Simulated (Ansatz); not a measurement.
A nudged elastic band was laid between two geometries of C$_{3}$H$_{5}$BSi (10 atoms, charge 0, multiplicity 1).

These are results of UKS PBE-D4/def2-SVP in Ansatz 0.2.0, not measurements.

* movable images: 5
* climbing image: yes
* spring: 5.0 eV/Å²
* optimiser: quadratic models (default)
* start path: straight line
* force threshold: 0.05 eV/Å
* iteration limit: 60
* end points: relaxed

Initial state:

```xyz
10
Properties=species:S:1:pos:R:3
B -0.864 0.404 -0.865
C -0.604 -0.920 -1.365
C 0.200 -0.750 -0.236
C 1.066 -0.838 0.817
Si 0.381 0.807 1.001
H -1.455 1.451 -0.972
H -0.762 -1.727 -2.085
H 1.721 -1.642 1.166
H -0.715 1.120 1.978
H 1.115 2.042 0.565
```

Final state:

```xyz
10
Properties=species:S:1:pos:R:3
B -0.716 0.532 -0.823
C -0.425 -0.954 -0.842
C 0.460 -1.395 0.215
C 1.160 -0.264 0.497
Si 0.099 1.267 0.862
H -0.970 1.212 -1.799
H -0.556 -1.610 -1.727
H 0.681 -2.424 0.547
H -0.483 1.008 2.224
H 0.833 2.575 0.849
```

(1) Which bonds break or form, and what moves?

(2) What energy profile does the band end with?

(3) What is the geometry of the highest image?

Answers

(1) Bonds broken: B1–C3, C3–Si5, C4–H8. Bonds formed: C3–H8.

(2) The forces met the threshold. The highest image is number 4 of 0 to 6, 2.54 eV above the first end and 1.53 eV above the last; the last end lies 1.01 eV above the first. Neighbouring images differ by up to 1.5 eV, so the band resolves the path poorly. Another band between the same ends (5 images) ends at a top of the same energy, where a vibrational analysis finds 1 clearly imaginary mode. The orbitals were unrestricted but ended closed-shell.

```tsv
image	path coordinate (Å)	energy (eV)	B1–C3 (Å)	C3–Si5 (Å)	C4–H8 (Å)
0	0.00	0.00	1.69	2.00	1.09
1	0.60	0.10	1.79	2.07	1.09
2	1.20	0.28	2.03	2.20	1.10
3	1.81	1.08	2.12	2.25	1.15
4	2.41	2.54	2.32	2.40	1.56
5	3.16	1.26	2.44	2.59	2.11
6	3.91	1.01	2.48	2.76	2.21
```

(3) 
```xyz
10
Properties=species:S:1:pos:R:3
B -0.682 0.584 -0.995
C -0.355 -0.891 -1.084
C 0.626 -1.110 -0.099
C 1.509 -0.483 0.656
Si 0.241 1.090 0.776
H -1.499 1.186 -1.664
H -0.872 -1.685 -1.641
H 0.678 -1.777 0.921
H -0.612 0.731 1.966
H 1.050 2.304 1.168
```

The run took 3.8 min on 2 threads of AMD EPYC 7R43 64-Core Processor (Zen 3), with other jobs on the host, peak memory 0.25 GiB.
